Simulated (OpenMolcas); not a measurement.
Pr4+ among 2 point charges of -0.5 e arranged as a linear pair (D∞h).

```
Program             : OpenMolcas
Method              : CASSCF
Basis               : ANO-RCC-VDZP [7s6p4d2f1g]
Scalar Hamiltonian  : DKH2, point nucleus
Active space        : 1 electron in 7 orbitals (4f)
State averaging     : 2S+1 = 2 odd, 7 roots
Spin-orbit coupling : RASSI with atomic mean-field integrals over the reference wave functions
```

All point charges move together. At R = 2.23 Å the width of the lowest J multiplet is 829 cm-1, and at R = 2.36 Å it is 697 cm-1.

Question: A third run gives 532 cm-1. What distance was it run at?

Answer: With a power law R^-n the two known points give n = -ln(697 / 829) / ln(2.36 / 2.23) = 3.06. Then R = 2.23 × (829 / 532)^(1/3.06) = 2.578 Å. The run was at 2.58 Å, so the estimate is off by -0.002 Å.

Point charges carry no covalency, so the field is a model and not that of real ligands. No measured value stands beside these numbers.
